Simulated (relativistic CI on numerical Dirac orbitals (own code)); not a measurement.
**Electric-dipole transitions in Nb37+**

Method of calculation: Dirac-Coulomb-Breit CI, orbitals from a KLI potential per configuration, model QED, unscaled Slater integrals (own radial code, finite nucleus).

CI space (outside the closed core 1s2): 2s2, 2s 2p, 2p2, 2p 3s, 2p 3p, 2s 3s, 2s 3p, 2s 3d, 2s 4s, 2s 4p, 2s 4d, 2s 4f, 3s2, 3s 3p, 3p2. Levels of other configurations are missing.

```tsv
λ vac (Å)	Lower	Upper	A (s⁻¹)	log gf	S velocity/length
3.2232	2s 2p 3P°_2 [4]	2s 4d 3D_3 [43]	4.75e+13	-0.29	0.98
4.0679	2s 2p 3P°_2 [4]	2p 3p 3D_3 [31]	3.89e+13	-0.17	0.99
4.0781	2s 2p 3P°_1 [3]	2p 3p 3D_2 [26]	3.89e+13	-0.31	0.98
4.0843	2s2 1S_0 [1]	2s 3p 1P°_1 [15]	5.35e+13	-0.40	0.98
4.0975	2s 2p 3P°_2 [4]	2p 3p 3D_2 [30]	2.84e+13	-0.45	0.98
4.1148	2s 2p 1P°_1 [6]	2p 3p 3P_2 [33]	3.26e+13	-0.38	0.97
4.1591	2s 2p 3P°_0 [2]	2s 3d 3D_1 [17]	1.01e+14	-0.11	0.99
4.1742	2s 2p 3P°_1 [3]	2s 3d 3D_2 [18]	1.24e+14	0.21	0.99
4.1791	2s 2p 3P°_1 [3]	2s 3d 3D_1 [17]	6.77e+13	-0.27	0.99
4.3030	2s 2p 3P°_2 [4]	2s 3d 3D_3 [20]	1.52e+14	0.47	0.99
4.3141	2s 2p 3P°_2 [4]	2s 3d 3D_2 [18]	3.62e+13	-0.30	0.99
4.3631	2s 2p 1P°_1 [6]	2s 3d 1D_2 [22]	1.24e+14	0.25	0.99
11.813	2s 3s 3S_1 [11]	2s 4p 3P°_2 [39]	5.78e+12	-0.22	1.02
12.143	2s 3p 3P°_1 [14]	2s 4d 3D_2 [42]	1.08e+13	0.08	1.00
12.419	2s 3p 1P°_1 [15]	2s 4d 1D_2 [44]	1.09e+13	0.10	1.00
12.492	2s 3p 3P°_2 [16]	2s 4d 3D_3 [43]	1.47e+13	0.38	1.00
12.640	2s 3d 3D_1 [17]	2s 4f 3F°_2 [45]	2.37e+13	0.45	0.99
12.683	2s 3d 3D_2 [18]	2s 4f 3F°_3 [46]	2.48e+13	0.62	1.00
12.757	2s 3d 3D_3 [20]	2s 4f 3F°_4 [47]	2.92e+13	0.81	1.00
12.897	2s 3d 1D_2 [22]	2s 4f 1F°_3 [48]	2.61e+13	0.66	1.00
```

Terms are leading LS components. Brackets give the number of a level in order of energy, since labels repeat. The list gives strong lines, with weight on those to low levels, among the lowest 48 of 58 levels, so that lines to higher ones, which can be the strongest, are missing. Levels whose partners in the same complex of configurations lie outside the list can be far off, and so can their lines. Rates are taken at the computed energies, electric ones in the length gauge. A velocity-to-length ratio far from 1 marks an uncertain rate.

At this charge energies of transitions that change n are usually good to better than 1 %, and those within a shell (Δn = 0) to a few per cent.

(1) From the table, what is the radiative lifetime of 2s 4d 3D_3?

Results:

(1) The listed rates from this level add up to about 6.22e+13 s⁻¹, 100 % of its decay; with all channels τ = 1.61e-14 s.

LS names give the leading component of a level, which can be under half, so a name can repeat, a term be missing and a line seem to break the LS rules.
